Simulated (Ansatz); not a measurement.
Species: C₈H₁₀SSi, SMILES `C=C(S)c1ccccc1[SiH3]` (C–C–S–H torsion 8°, S–C–C–C torsion 60°) (charge 0, multiplicity 1).

Q: Give a relaxed geometry from B3LYP-D3(BJ)/def2-SVP (Ansatz, a first-principles code).

A: One answer among several that fit: the end point of this relaxation, one of several conformers (outside a Z-matrix the atoms follow the SMILES, hydrogens last).
Cartesian coordinates (Å) in one orientation:
```xyz
20

C     -2.174    -1.218    -0.265
C     -0.942    -1.395     0.239
S     -0.497    -2.655     1.415
C      0.209    -0.519    -0.123
C      1.355    -1.087    -0.702
C      2.432    -0.286    -1.083
C      2.380     1.094    -0.870
C      1.254     1.660    -0.269
C      0.154     0.874     0.118
Si    -1.292     1.704     1.009
H     -3.023    -1.837     0.033
H     -2.350    -0.445    -1.016
H     -1.669    -3.330     1.389
H      1.390    -2.167    -0.863
H      3.312    -0.740    -1.544
H      3.222     1.727    -1.162
H      1.237     2.737    -0.084
H     -2.471     1.931     0.124
H     -0.805     3.042     1.461
H     -1.723     0.911     2.193
```
